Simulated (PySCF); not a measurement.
Molecule: tert-butyl methyl sulfoxide (C[S@](=O)C(C)(C)C, C5H12OS).

Geometry (Å), atoms numbered from 1 in this order:
```xyz
19

C     2.285   -0.067   -0.502
S     0.715   -0.776   -1.167
O     0.445   -0.017   -2.391
C    -0.505   -0.093    0.108
C    -0.193   -0.714    1.457
C    -1.847   -0.584   -0.422
C    -0.448    1.422    0.102
H     2.508   -0.523    0.454
H     3.057   -0.322   -1.221
H     2.206    1.011   -0.425
H     0.720   -0.308    1.885
H    -0.084   -1.793    1.359
H    -1.006   -0.517    2.155
H    -1.998   -0.217   -1.435
H    -1.875   -1.672   -0.443
H    -2.664   -0.228    0.202
H    -0.346    1.770   -0.926
H    -1.366    1.841    0.511
H     0.386    1.797    0.692
```

Frames of a GFN2-xTB Langevin trajectory at 300 K; GIAO PBE0/pcSseg-1 shieldings in PySCF 2.14, gas phase, non-relativistic; equivalent atoms averaged within each frame.

References, each an isolated molecule treated in the same way: TMS for $^{13}$C (186.93 ppm), $^{1}$H (31.72 ppm); CS2 for $^{33}$S (503.73 ppm); $^{17}$O (336.08 ppm) vs H2O. The references are static minima.

Q: How do the shifts (ppm) fluctuate along the trajectory?

A: 
```tsv
time (fs)	C4	C1	C5/C6/C7	S2	O3	H8/H9/H10	H11/H12/H13/H14/H15/H16/H17/H18/H19
250	51.6	40.4	26.6	329	80.4	1.99	1.35
425	55.7	41.5	27.1	343	74.7	2.59	1.59
625	50.2	37.6	25.3	327	48.3	2.04	0.96
800	64.6	37.7	27.7	346	65.7	2.30	1.52
1000	57.0	48.9	25.8	361	70.0	2.93	1.43
mean of frames	55.8	41.2	26.5	341	67.8	2.37	1.37
standard deviation	5.7	4.6	1.0	14	12.2	0.39	0.25
```

5 frames give an uncertainty of the mean of about the standard deviation over 2.2 at best, since frames this close in time may not be independent; classical motion lacks zero-point vibration, and the reference would need the same averaging.
